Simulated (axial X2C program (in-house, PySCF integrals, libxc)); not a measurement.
Potential curves of GaB, two-component

Calculated with an in-house all-electron X2C program for linear molecules (integrals from PySCF). Two-component (2c) means X2C with spin–orbit coupling and atomic mean-field two-electron Coulomb and Gaunt terms. Basis: Ga dyall-cv3z [9s9p7d4f1g], B dyall-v3z [7s6p2d1f] (cores contracted in-house); Gaussian nuclei, density fitting, unrestricted open shells. Masses: Ga 68.926 u, B 11.009 u.

State: Ω = 1 (⟨Sz⟩ = 1.00, ⟨Lz⟩ = 0.00 at r2SCAN0). Energies in eV from the lowest point of each curve. Fits are polynomials in 1 − R0/R over 0.85 to 1.23 times the lowest point R0.

```
 R (Å)  r2SCAN0    PBE0
1.7652   0.4347  0.5065
1.8464   0.1610  0.2108
1.9073   0.0511  0.0837
1.9681   0.0023  0.0182
2.0290   0.0000  0.0000
2.1000   0.0407  0.0240
2.1710   0.1153  0.0838
2.2623   0.2443  0.1961
2.3739   0.4325  0.3654
2.5362   0.7308
```

The state is one determinant whose occupation by symmetry is held fixed; it was picked as the lowest of a PBE0 search that is not exhaustive. Density functionals use the spin component along the axis (collinear). PBE0 can misorder states that lie within some tenths of an eV, so this need not be the ground state of the molecule. The nearest other 2c determinant of the search, Ω = 2, lies 0.22 eV up at the distance of the search. With several unpaired electrons one determinant need not be a pure state. Open-shell Ω = 0 determinants with evenly filled partner blocks cannot be reached by this program, so the Ω shown need not be the lowest component. This is the Ω = 1 component of a π² triplet; the 0⁺ component is not one determinant and can lie lowest. The determinant is spin-polarised beyond a pure state at some levels (its spin-free form has ⟨S²⟩ too high), which makes Re and μ there less reliable. The stretched end of a curve changes character and is left out.

Problem. What are Re and ωe at the r2SCAN0 level?

Solution. At r2SCAN0, 2c: Re = 2.001 Å, ωe ≈ 553 cm⁻¹; Be follows as 0.443 cm⁻¹.

Problem. What are Re and ωe at the PBE0 level?

Solution. At PBE0, 2c: Re = 2.026 Å, ωe ≈ 532 cm⁻¹; Be follows as 0.433 cm⁻¹.
